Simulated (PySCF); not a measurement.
**Static response to an electric field**

C₆H₃ClFN.
Cartesian coordinates in Å at the GFN2-xTB level; atoms count from 1:
```
atom  x, y, z in Å
C1     2.6882    0.6775   -0.1367
C2     1.5174    0.8089    0.1006
C3     0.1548    0.9987    0.4055
F4    -0.1344    2.1447    1.0369
C5    -0.8227    0.1200    0.0943
C6    -2.1652    0.3712    0.4514
N7    -3.2638    0.5544    0.7209
C8    -0.5283   -1.1737   -0.5931
Cl9   -0.0568   -2.4128    0.6294
H10    3.7078    0.5481   -0.3511
H11   -1.4089   -1.5594   -1.1052
H12    0.3131   -1.0783   -1.2788
```

Level: CAM-B3LYP/def2-SVPD (PySCF), static field, nuclei fixed, core orbitals frozen in the response. The polarisability tensor in these axes (au):

```
x   131.74   7.06  -7.55
y     7.06  84.38   0.90
z    -7.55   0.90  62.45
```

Q: Give the principal values, the mean and the anisotropy Δα = √{½[(α1 − α2)² + (α2 − α3)² + (α1 − α3)²]}.

A: Principal values 61.51, 83.53 and 133.53 au; mean 92.86 au = 13.76 Å³ = 15.31 × 10⁻⁴⁰ C²·m²/J; Δα = 63.91 au (69 % of the mean).

Q: What is the dipole moment, and where does it point?

A: (4.49, -0.43, -2.68) D, 5.25 D in size, pointing from the negative to the positive side. Measured along this direction, the outermost atoms are N7 at the negative end and H10 at the positive end.

Q: What depolarisation ratio follows for Rayleigh scattering of linearly polarised light, taking the static tensor?

A: ρ = 3Δα²/(45ᾱ² + 4Δα²) = 12255.3/(387997 + 16340.4) = 0.0303.

Q: What molar refraction does this α imply?

A: Lorentz–Lorenz: R = (4π/3)N_A α = 2.5225 cm³/(mol·Å³) × 13.76 Å³ = 34.7 cm³/mol, in the limit of long wavelengths.

Q: Give the eigenvalues of the traceless quadrupole moment Θ = ½Σq(3rr − r²1), origin at the centre of nuclear charge.

A: -10.12, 3.55, 6.57 D·Å. The values depend on the origin, since the dipole doesn't vanish. The electronic extent ⟨r²⟩ about the same centre is 1434 bohr², a root-mean-square distance of 2.36 Å for the 72 electrons.

One conformer (not necessarily the lowest) at the GFN2-xTB geometry, without solvent, vibrations or thermal averaging.

These values come from a run that also computed excited states. Time: 38 s of wall time. Hardware: Arm Neoverse V2, one thread, no GPU (shared host).
